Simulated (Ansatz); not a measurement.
Consider the formal loss of a carbene: `[NH2][GeH2][CH2]F` → `[CH2]` (triplet) + `[NH2][GeH2][F]`.

Calculated with Ansatz (gas phase, PBE0-D4/def2-TZVP geometries, no zero-point term in ΔE). CBS: MP2 limit from def2 TZ/QZ plus the TZ coupled-cluster correction, frozen cores. This one scheme is used for every species. Functionals use def2-TZVPP. Triplets are unrestricted, without spin–orbit coupling. For Ge outer-core shells are correlated without core-valence functions, which leaves a few kJ/mol of doubt a bond. Scalar relativity is left out up to krypton. Each species was taken in one conformer, which may not be the lowest.

```json
{"level": "PBE0-D4", "ΔE (kJ/mol)": "279.1"}
{"level": "ωB97X-V", "ΔE (kJ/mol)": "288.8"}
{"level": "PBE0", "ΔE (kJ/mol)": "274.1"}
{"level": "r2SCANh", "ΔE (kJ/mol)": "250.7"}
{"level": "CAM-B3LYP", "ΔE (kJ/mol)": "269.4"}
{"level": "HF/def2-SVP", "ΔE (kJ/mol)": "132.7"}
{"level": "MP2/def2-SVP", "ΔE (kJ/mol)": "251.7"}
{"level": "CCSD/def2-SVP", "ΔE (kJ/mol)": "243.9"}
```

Q: What does CCSD(T)/CBS give? (Best estimate.)

A: Ansatz gave: +276.0 kJ/mol. The listed levels differ from it by 3.1, 12.8, -1.9, -25.3, -6.6, -143.3, -24.3, -32.1 kJ/mol.

Q: What do rigid-rotor, harmonic-oscillator terms from PBE0-D4/def2-TZVP frequencies (298.15 K, 1 bar) make of the CCSD(T)/CBS value? (An estimate is asked.)

A: The calculation gave: ΔZPE = -25.7 kJ/mol, ΔH = +255.7 kJ/mol, ΔS = 152 J/(mol·K), ΔG = +210.4 kJ/mol. Open shells count their whole term as degenerate.

Largest T1 diagnostic among the species: 0.011.

Leaving LDA and LC-ωPBE aside and taking each functional with its dispersion term where it has one, the values, not all of them listed here, spread over 43.3 kJ/mol, from r2SCAN0-D4 to PBE-D4. LDA lies +71.2 kJ/mol from PBE without D4. The D4 term adds +9.2 kJ/mol with B3LYP and +5.0 kJ/mol with PBE0; it sums over pairs of atoms, weighted by their polarisabilities, and B3LYP, whose exchange is more repulsive, gets the larger term.

B3LYP here is the variant with VWN-RPA as its local correlation; programs differ in this.
